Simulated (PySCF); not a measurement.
**Dipole response of Cr²⁺ (chromium, charge +2)**

[Ar] 3d4, high-spin 5D determinant. Computed with PySCF 2.14 in x2c-TZVPPall with one added diffuse shell each of s, p, d, f type (7s6p5d3f1g, 80 functions), with scalar relativity by spin-free X2C-1e. Coupled (time-dependent) response in atomic units; α is the mean over directions.

```csv
method,mean α (bohr³),"α xx, yy, zz",C₆ (like pair),S(−4)
revPBE,4.642,"4.327, 4.327, 5.273",13.68,15.65
M06-L,3.917,"3.643, 3.643, 4.466",11.71,8.723
```

S(−4) is the Cauchy moment in α(ω) = α(0) + S(−4) ω² + …

α(iu) at M06-L:

```csv
u (hartree),α(iu) (bohr³)
0,3.917
0.0500,3.896
0.100,3.834
0.200,3.620
0.300,3.347
0.500,2.816
0.750,2.302
1.00,1.926
1.50,1.411
2.00,1.071
3.00,0.6617
5.00,0.3147
```

A single London oscillator, α(iu) = α/(1 + u²/ω²), gives C₆ = (3/4) ω α². Matching the computed C₆ needs ω = 4 × 11.71 / (3 × 3.917²) = 1.02 hartree.

For an ion, C₆ is the dispersion term alone; charge-induced terms of lower order in 1/R come first.

The components differ because the open shell of this determinant is not spherical; for a pure term their mean is the scalar polarisability.
